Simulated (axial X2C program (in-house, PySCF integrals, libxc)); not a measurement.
## Density and ELF of ZrB

All values were computed with an in-house relativistic program for diatomic molecules. Two-component (2c) means X2C with spin–orbit coupling and atomic mean-field two-electron Coulomb and Gaunt terms. Basis: Zr dyall-cv3z [11s12p9d6f3g], B dyall-v3z [7s6p2d1f] (cores contracted in-house); Gaussian nuclei, density fitting, unrestricted open shells. Masses: Zr 89.905 u, B 11.009 u.

PBE0, with spin–orbit coupling, state Ω = 1/2 (⟨Sz⟩ = 2.50, ⟨Lz⟩ = -2.00 at PBE0); Zr at z = 0, B at z = 2.147 Å.

The maps cover the half plane through the axis: z from -2.4 to 4.2 Å along the bond, ρ from 0.15 to 2.25 Å away from it.

log10 of the density in e/bohr³:

```
 ρ\z  -2.4  -1.8  -1.2  -0.6   0.0   0.6   1.2   1.8   2.4   3.0   3.6   4.2
0.15  -3.0  -2.4  -1.5  -0.2   1.6  -0.3  -1.0  -0.7  -0.4  -1.3  -2.1  -2.9
0.45  -3.1  -2.5  -1.6  -0.5   0.0  -0.5  -1.1  -1.0  -1.1  -1.4  -2.2  -3.0
0.75  -3.1  -2.6  -1.9  -1.0  -0.5  -1.0  -1.4  -1.2  -1.3  -1.7  -2.3  -3.1
1.05  -3.2  -2.7  -2.1  -1.5  -1.2  -1.5  -1.6  -1.6  -1.6  -2.0  -2.6  -3.2
1.35  -3.3  -2.8  -2.3  -1.9  -1.7  -1.9  -1.9  -1.9  -2.0  -2.3  -2.8  -3.5
1.65  -3.5  -3.0  -2.6  -2.2  -2.1  -2.2  -2.2  -2.3  -2.4  -2.7  -3.1  -3.7
1.95  -3.6  -3.2  -2.8  -2.5  -2.4  -2.5  -2.6  -2.6  -2.8  -3.0  -3.4  -3.9
2.25  -3.8  -3.4  -3.0  -2.8  -2.7  -2.8  -2.9  -3.0  -3.1  -3.4  -3.8  -4.2
```

Electron localisation function (collinear form, no current term, damped to 0 at low density):

```
 ρ\z  -2.4  -1.8  -1.2  -0.6   0.0   0.6   1.2   1.8   2.4   3.0   3.6   4.2
0.15  0.26  0.19  0.37  0.77  0.44  0.70  0.59  0.06  0.31  0.96  0.94  0.71
0.45  0.26  0.19  0.25  0.78  0.21  0.70  0.58  0.48  0.20  0.95  0.93  0.65
0.75  0.24  0.20  0.16  0.54  0.79  0.44  0.57  0.84  0.83  0.93  0.89  0.51
1.05  0.23  0.24  0.17  0.28  0.50  0.23  0.56  0.83  0.84  0.87  0.79  0.31
1.35  0.19  0.30  0.26  0.29  0.34  0.23  0.52  0.75  0.74  0.75  0.58  0.13
1.65  0.14  0.34  0.39  0.42  0.40  0.29  0.44  0.60  0.57  0.53  0.30  0.04
1.95  0.07  0.31  0.46  0.51  0.45  0.32  0.34  0.39  0.35  0.26  0.09  0.01
2.25  0.03  0.21  0.42  0.51  0.44  0.29  0.23  0.20  0.15  0.08  0.02  0.00
```

Axial spin density in 10⁻³ e/bohr³:

```
 ρ\z  -2.4  -1.8  -1.2  -0.6    0.0   0.6   1.2   1.8   2.4   3.0  3.6  4.2
0.15   0.8   3.0  12.6  70.0  202.2  43.0  32.5  37.8  57.7  35.1  6.4  1.0
0.45   0.8   2.7  10.1  43.5   29.2  36.0  27.9  28.6  47.5  25.0  5.2  0.9
0.75   0.7   2.3   7.5  25.1   44.1  27.6  20.5  19.9  25.1  13.9  3.5  0.7
1.05   0.6   1.9   5.6  15.5   26.1  18.2  13.2  11.7  11.6   6.7  2.0  0.5
1.35   0.5   1.4   4.0   9.6   14.1  10.9   7.8   6.2   5.2   3.0  1.1  0.3
1.65   0.3   1.0   2.7   5.6    7.5   6.0   4.2   3.1   2.3   1.4  0.5  0.2
1.95   0.2   0.7   1.6   3.1    3.9   3.2   2.2   1.5   1.0   0.6  0.3  0.1
2.25   0.2   0.4   1.0   1.7    2.0   1.6   1.1   0.7   0.5   0.3  0.1  0.1
```

The state is one determinant whose occupation by symmetry is held fixed; it was picked as the lowest of a PBE0 search that is not exhaustive. Density functionals use the spin component along the axis (collinear). PBE0 can misorder states that lie within some tenths of an eV, so this need not be the ground state of the molecule. The nearest other 2c determinant of the search, Ω = 9/2, lies 0.08 eV up at the distance of the search. Without a current term, density functionals place determinants with orbital angular momentum somewhat too high. Where the spin of this state cannot come from the lowest atoms of a level, the curve heads to a higher limit and no De is given. With several unpaired electrons one determinant need not be a pure state.
